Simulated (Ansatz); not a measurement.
A structure relaxed at PBE0-D4/def2-TZVP, charge 0, multiplicity 1:

Cartesian coordinates in Å:
```
O 0.5251 1.4182 0.4733
Sn -0.2674 -0.2109 -0.1702
F -2.0640 0.1903 -0.5707
F 0.5344 -0.7336 -1.8023
Cl -0.1523 -1.9706 1.2728
H 1.4242 1.3068 0.7971
```

Question: Give its formula and SMILES.

Answer: ClF2HOSn, `[OH][Sn]([F])([F])[Cl]`.

Question: Summarise the bond lengths by kind.

Answer: 1 × O–Sn 1.923 Å; 1 × H–O 0.962 Å; 2 × F–Sn 1.884 to 1.892 Å; 1 × Cl–Sn 2.279 Å.

All numbers were calculated with Ansatz.
